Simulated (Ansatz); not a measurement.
One change: `CC(F)(Cl)I` becomes `CC(F)Cl`.

Ansatz, PBE0-D4/def2-TZVP geometries, multiplicity 1. 

Elements past krypton have def2 core potentials.  Spin–orbit coupling is left out; it splits and shifts lone-pair levels of the heavy atoms by tenths of an eV.

```
                                                                                  property  `CC(F)(Cl)I`
                                                     HOMO–LUMO gap (B3LYP/def2-TZVPP) / eV          5.49
                                                        LUMO energy (PBE0/def2-TZVPP) / eV         -1.67
                                                        HOMO energy (PBE0/def2-TZVPP) / eV         -7.66
ideal-gas entropy at 298 K and 1 bar (rigid rotor, harmonic PBE0-D4/def2-TZVP) / J/(mol·K)           338
                                        size of the dipole moment (ωB97M-V/def2-TZVPP) / D          1.83
                                                   HOMO–LUMO gap (ωB97M-V/def2-TZVPP) / eV         10.18
```

(1) Give the same properties after the change, and the shifts. (Best estimate.)

Results:

(1) The calculation gave: 
```
                                                                                  property  `CC(F)Cl`  shift
                                                     HOMO–LUMO gap (B3LYP/def2-TZVPP) / eV       8.90   3.41
                                                        LUMO energy (PBE0/def2-TZVPP) / eV       0.76   2.43
                                                        HOMO energy (PBE0/def2-TZVPP) / eV      -8.71  -1.05
ideal-gas entropy at 298 K and 1 bar (rigid rotor, harmonic PBE0-D4/def2-TZVP) / J/(mol·K)        292    -46
                                        size of the dipole moment (ωB97M-V/def2-TZVPP) / D       2.16   0.33
                                                   HOMO–LUMO gap (ωB97M-V/def2-TZVPP) / eV      13.70   3.52
```

With PBE0 the HOMO falls by 1.05 eV and the LUMO rises by 2.43 eV, so the gap widens by about 3.48 eV. PBE moves the HOMO by -0.78 eV and ωB97M-V by -1.20 eV. Dipoles are sizes alone; their direction can turn.

B3LYP here is the variant with VWN-RPA as its local correlation; programs differ in this.
